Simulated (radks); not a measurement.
Values are calculated unless marked as measured or tabulated.
Numerical settings for neutral praseodymium, [Xe] 4f3 6s2. Level of theory: scalar-relativistic Kohn-Sham, PBE, spin-polarised, spherical densities, finite nucleus; open shells are filled with parallel spins first (spin-orbit coupling, left out, can overturn this in heavy ions); Fermi nuclear charge, rms radius 4.8919 fm (a radial shooting solver on a logarithmic mesh with Libxc functionals). The defaults (mesh step 0.008 in ln r, mesh end at 40 bohr or more with all orbitals vanishing there, Anderson mixing 0.5 over 9 steps, residual threshold near 1e-9 with the energy settled to 1e-9 hartree or 1e-11 of itself, here a cap of 91 iterations) give E = -9236.9123 hartree and 4f at -1.846 eV in 15 iterations. Run on one thread of a shared host, so times are rough (Arm Neoverse V1): 0.27 s of CPU time, 0.27 s wall, 15 iterations on 2440 mesh points. One setting is changed at a time: mesh step in ln r 0.02; mesh step in ln r 0.12; mesh step in ln r 0.012; mesh end (bohr) 2; mesh end (bohr) 400; residual threshold 1e-13; residual threshold 0.1; mixing 0.01; linear mixing, mixing 0.8; linear mixing, mixing 0.05; mixing history 3; iteration cap 5. Which runs fail to converge, and which converge to a wrong energy?

Answer. Not converged within the cap: mesh step in ln r 0.12; linear mixing, mixing 0.8; linear mixing, mixing 0.05; iteration cap 5. Settled on a wrong energy, with an occupied level pushed above zero by the early mesh end: mesh end (bohr) 2 (+27.3 hartree). Apart from these: no run marked as converged misses the energy by more than 1 mhartree.
